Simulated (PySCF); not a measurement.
C₂H₇FSi₂, SMILES C(=C/[SiH2]F)/[SiH3].

Coordinates come from a B3LYP-D3(BJ)/def2-SVP optimisation. The structure was generated by enumeration; whether it is a known compound was not checked. The values are those of a single conformer.

The numbers are results of B3LYP-D3(BJ)/def2-SVP run with PySCF 2.14.0, not measurements.

Frequencies are harmonic and unscaled.

```tsv
mode	ν (cm⁻¹)	IR (km/mol)	Raman (Å⁴/amu)	depolarisation	moving atoms (share of kinetic energy)
1	23	0.2	1.3	0.75	H 34 %, F 28 %, Si 25 %, C 13 %
2	122	4.8	0.2	0.36	F 58 %, Si 32 %
3	165	0.1	0.2	0.75	H 92 %
4	222	3.4	1.5	0.35	Si 46 %, F 20 %, C 19 %, H 15 %
5	273	0.0	8.7	0.75	C 60 %, H 39 %
6	469	19.8	3.5	0.75	C 43 %, Si 25 %, H 24 %
7	502	2.4	15.9	0.75	H 94 %
8	601	20.0	9.2	0.09	C 48 %, Si 30 %, H 21 %
9	672	71.9	6.0	0.39	H 41 %, C 36 %, Si 21 %
10	672	1.5	1.7	0.75	H 70 %, C 15 %, Si 14 %
11	711	81.1	7.6	0.75	H 83 %, Si 8 %
12	743	53.3	3.9	0.39	H 50 %, C 38 %, Si 11 %
13	756	89.5	4.2	0.75	H 77 %, C 19 %
14	847	17.7	5.6	0.59	F 54 %, H 23 %, Si 22 %
15	913	106.8	26.1	0.75	H 84 %, Si 13 %
16	953	142.9	24.0	0.74	H 94 %
17	959	346.1	3.6	0.46	H 78 %, Si 17 %
18	966	58.9	29.3	0.75	H 97 %
19	978	80.1	26.1	0.69	H 90 %
20	1036	0.2	0.0	–	H 81 %, C 19 %
21	1166	6.0	19.3	0.41	H 98 %
22	1338	3.9	0.5	0.68	H 70 %, C 29 %
23	1631	1.0	26.7	0.25	C 97 %
24	2220	157.4	132.2	0.32	H 97 %
25	2235	59.4	139.5	0.09	H 98 %
26	2238	0.6	86.9	0.75	H 96 %
27	2240	242.2	95.8	0.75	H 96 %
28	2242	106.1	306.0	0.07	H 98 %
29	3079	8.7	111.9	0.61	H 92 %
30	3105	13.3	175.2	0.21	H 92 %, C 8 %
```
